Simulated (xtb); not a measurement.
C$_{7}$H$_{9}$O, charge +1, singlet, geometry from GFN2-xTB. Base run: GFN0-xTB in xtb.

Here is a job for xtb.
```
$ xtb mol.xyz --gfn 0 --chrg 1 --json

# file mol.xyz
17

C      2.87951788     0.20566659     0.42166366
C      1.40826357     0.10095801     0.21597349
C      0.71987839     1.09958188    -0.47152699
C     -0.64445072     1.01104217    -0.68628767
C     -1.30523065    -0.09810312    -0.20179620
O     -2.75355612    -0.22906971    -0.47044933
C     -0.66932931    -1.10929232     0.48541880
C      0.69632597    -0.99914869     0.68833419
H      3.21187229    -0.43385518     1.23387831
H      3.17135935     1.23172760     0.63031576
H      3.39733766    -0.10458254    -0.48607370
H      1.25611675     1.95835130    -0.84314072
H     -1.16763125     1.78695379    -1.22369178
H     -3.16875779     0.65590003    -0.55414266
H     -3.18240640    -0.77713632     0.22116556
H     -1.21094853    -1.96791192     0.85156121
H      1.21165585    -1.78111609     1.22304716
```

Variants of this job, named by their change:

| change | ΔE vs base (kcal/mol) | HOMO-LUMO gap (eV) |
|---|---|---|
| base | 0.000 | 4.00 |
| etemp = 10 | 0.000 | 4.00 |
| file = coord | 0.000 | 4.00 |
| acc = 0.0001 | 0.000 | 4.00 |
